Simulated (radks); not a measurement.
Values are calculated unless marked as measured or tabulated.
Species: Sn38+. Configuration: [Ne] 3s2.

Code: a radial shooting solver on a logarithmic mesh with Libxc functionals. Model: Dirac Kohn-Sham, PBE, spin-unpolarised, spherical densities, finite nucleus; Fermi nuclear charge, rms radius 4.6519 fm.

Energy parts (eV):
total: -133787.345
kinetic: 142266.452
electron-nucleus: -289746.320
Hartree: 16164.525
exchange-correlation: -2472.001

Orbitals (lengths in bohr, moments of r in powers of bohr):
orbital,occ.,eigenvalue (eV),<r^2>,small-component weight
1s1/2,2,-31353.65,0.001141,3.38e-02
2s1/2,2,-6602.958,0.01783,7.39e-03
2p1/2,2,-6346.847,0.01318,7.36e-03
2p3/2,4,-6107.597,0.01437,7.05e-03
3s1/2,2,-2654.374,0.1006,2.83e-03

The highest occupied level is 3s1/2 at -2654.4 eV. The density falls to 0.001 e/bohr^3 at r = 0.78 bohr. Summed over all electrons, <r^2> = 0.3230 bohr^2, which gives a Langevin (diamagnetic) susceptibility term of -0.256 x 10^-6 cm^3/mol. For comparison, the ionisation energy in NIST's Atomic Spectra Database is 2687 eV (semi-empirical). In exact Kohn-Sham theory the highest level is minus the ionisation energy, but local and semilocal functionals leave it too shallow, through self-interaction and a potential that decays too fast; potentials with the right tail come closer. The electron density at the nucleus is 1.924e+05 e/bohr^3.
